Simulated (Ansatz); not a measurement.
Ideal-gas functions of AlClH5NSi (`[SiH3][NH][AlH][Cl]`) at 600 K and 1 bar, from an Ansatz frequency run at PBE0-D4/def2-TZVP.

Molar mass 109.57 g/mol, point group Cs (symmetry number 1), electronic degeneracy 1, moments of inertia 79.823, 303.837, 377.862 u Å². Harmonic wavenumbers (cm⁻¹, unscaled): 58, 98, 128, 263, 425, 498, 508, 588, 650, 718, 779, 940, 940, 957, 987, 1149, 1985, 2203, 2211, 2252, 3575.

Use S(trans) = R[1.5 ln M + 2.5 ln T − 1.1517]; rotational temperatures θ = 24.2544 K / I; S(rot) = R[ln(√π/σ · √(T³/θAθBθC)) + 1.5]; for each mode x = 1.438777 ν̃/T, S = R[x/(eˣ − 1) − ln(1 − e⁻ˣ)] and H = RT x/(eˣ − 1); 1 cm⁻¹ = 0.0119627 kJ/mol; R = 8.31446 J/(mol·K).

Q: By hand: the entropy, in J/(mol·K).

A: Translation 182.0. Rotation: θ = 0.3039, 0.0798, 0.0642 K, giving 123.9. Vibration, mode by mode: 24.72, 20.37, 18.17, 12.28, 8.51, 7.32, 7.17, 6.11, 5.42, 4.75, 4.23, 3.12, 3.12, 3.02, 2.86, 2.10, 0.41, 0.27, 0.26, 0.24, 0.02, in all 134.5. Electronic 0.0. Sum 440.4 J/(mol·K).

Q: By hand: H − E and G − E in kJ/mol, counted from the electronic energy.

A: Zero-point energy ½ × 21912 × 0.0119627 = 131.1; thermal vibration 39.5; translation, rotation and pV give 4 RT = 20.0. H − E = 190.6 kJ/mol, and G − E = 190.6 − 600 × 440.4/1000 = -73.6 kJ/mol.

Vibration gives 31 % of the entropy, 63.3 J/(mol·K) of it from the modes under 150 cm⁻¹: soft modes count most, and the harmonic formula is weakest for them. The sum counts one conformer and one mirror image; others add a mixing term.
